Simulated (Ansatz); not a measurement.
Ansatz (a program for electronic structure) input for GeHCl3, SMILES [GeH]([Cl])([Cl])[Cl], PBE0/def2-SVPD. The structure is a stationary point at r2SCAN-D4/def2-SVP. The isomer is the one that the SMILES or the coordinates give; other isomers of the formula were not compared.

Ansatz 0.2 input:
```yaml
crystal:
  periodic: [false, false, false]
  atoms:
    - {symbol: Ge, position_ang: [-0.00000000, 0.00000000, 0.43698295]}
    - {symbol: Cl, position_ang: [1.73669978, -1.00268408, -0.31263058]}
    - {symbol: Cl, position_ang: [-1.73669978, -1.00268409, -0.31263058]}
    - {symbol: Cl, position_ang: [-0.00000000, 2.00536817, -0.31263058]}
    - {symbol: H, position_ang: [-0.00000001, 0.00000000, 1.96070531]}
basis:
  gaussian:
    orbitals: def2-SVPD
hamiltonian:
  xc: {name: PBE0}
```

Log of the run:

```
WARN ansatz: RAYON_NUM_THREADS=1 ignored (pool sized by the plan → 1); use --threads N
Functional definition: PBE0
integrals: 0.09 GiB planned
1180 factors; integrals over basis functions are off by at most 1.3e-3 eV
mean field: 0.75 GiB planned
mean field evaluation 1: about -94067.0754 eV, gradient 2.4e1 eV
mean field evaluation 2: about -94066.2643 eV, gradient 3.3e1 eV
mean field evaluation 4: about -94068.2115 eV, gradient 4.6e-1 eV
mean field evaluation 8: about -94068.2248 eV, gradient 2.2e-2 eV
mean field evaluation 16: about -94068.2248 eV, gradient 3.1e-5 eV
mean field -94068.22480157 eV, -3456.9434997250 hartree, gradient 3.1e-5 eV, S^2 0.000000; 0 other end points of the search recorded, 0 dependent functions left out
reference -94068.22483853 eV, -3456.9435010831 hartree; 42, 42 occupied and 85, 85 virtual orbitals, 1180 factors
Total energy: -94068.22483853 eV, -3456.9435010831 hartree
```

The run converged.

Cost: roughly 6 core-seconds.
